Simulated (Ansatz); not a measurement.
A nudged elastic band was laid between two geometries of CH7FNPSi2 (13 atoms, charge 0, multiplicity 1).

Level of theory: RKS PBE-D4/6-31G* in Ansatz 0.2.0.

```
movable images  : 5
climbing image  : yes
spring          : 5.0 eV/Å²
optimiser       : quadratic models (default)
start path      : IDPP
force threshold : 0.05 eV/Å
iteration limit : 60
end points      : relaxed
```

Image 0:

```xyz
13
Properties=species:S:1:pos:R:3
C -2.224 -0.378 -0.623
Si -0.573 -0.323 0.275
F -0.778 -0.868 1.802
Si 1.287 -0.484 -1.004
P 0.724 1.550 0.045
N 1.665 0.830 1.424
H -2.969 0.259 -0.117
H -2.094 -0.008 -1.654
H -2.615 -1.407 -0.670
H 0.992 -0.558 -2.479
H 2.692 -0.900 -0.705
H 1.272 1.114 2.328
H 2.642 1.139 1.392
```

Image 6:

```xyz
13
Properties=species:S:1:pos:R:3
C -2.309 -0.358 -0.492
Si -0.552 -0.363 0.162
F -0.507 -0.851 1.732
Si 1.347 -0.649 -1.063
P 0.752 1.487 -0.184
N 1.531 1.510 1.403
H -2.949 0.294 0.126
H -2.311 0.030 -1.525
H -2.736 -1.375 -0.502
H 1.278 -0.870 -2.547
H 2.551 -1.272 -0.425
H 1.388 0.683 1.994
H 2.536 1.699 1.335
```

(1) What changes between the two ends?

(2) Give the energies along the band, and the barrier.

(3) What is the geometry of the highest image?

(4) What are the harmonic wavenumbers there?

## Answers

(1) No bond is made or broken. The height of N6 over the plane of its neighbours goes from -0.39 to 0.34 Å.

(2) The run converged. The highest image is number 3 of 0 to 6, 0.106 eV above the first end and 0.069 eV above the last; the last end lies 0.037 eV above the first. A vibrational analysis at the climbing image gives one clearly imaginary mode, 429i cm⁻¹: a first-order saddle point.

| image | path coordinate (Å) | energy (eV) | height of N6 over the plane of its neighbours (Å) |
| --- | --- | --- | --- |
| 0 | 0.00 | 0.000 | -0.39 |
| 1 | 0.22 | 0.007 | -0.37 |
| 2 | 0.44 | 0.055 | -0.23 |
| 3 | 0.66 | 0.106 | 0.01 |
| 4 | 1.01 | 0.053 | 0.30 |
| 5 | 1.36 | 0.041 | 0.32 |
| 6 | 1.71 | 0.037 | 0.34 |

(3) 
```xyz
13
Properties=species:S:1:pos:R:3
C -2.236 -0.377 -0.552
Si -0.539 -0.286 0.247
F -0.659 -0.696 1.833
Si 1.302 -0.524 -1.043
P 0.738 1.593 -0.092
N 1.631 1.158 1.353
H -2.942 0.303 -0.047
H -2.162 -0.078 -1.612
H -2.640 -1.402 -0.509
H 1.018 -0.813 -2.495
H 2.681 -0.943 -0.648
H 1.183 0.829 2.204
H 2.646 1.203 1.376
```

(4) 429i, 85, 128, 141, 168, 180, 222, 236, 282, 334, 394, 426, 469, 520, 582, 701, 766, 783, 792, 872, 886, 923, 1271, 1433, 1441, 1569, 2142, 2207, 2992, 3080, 3084, 3517, 3638 cm⁻¹.

The run took 2.1 min on 2 threads of Arm Neoverse V1, on a shared host, peak memory 0.17 GiB.
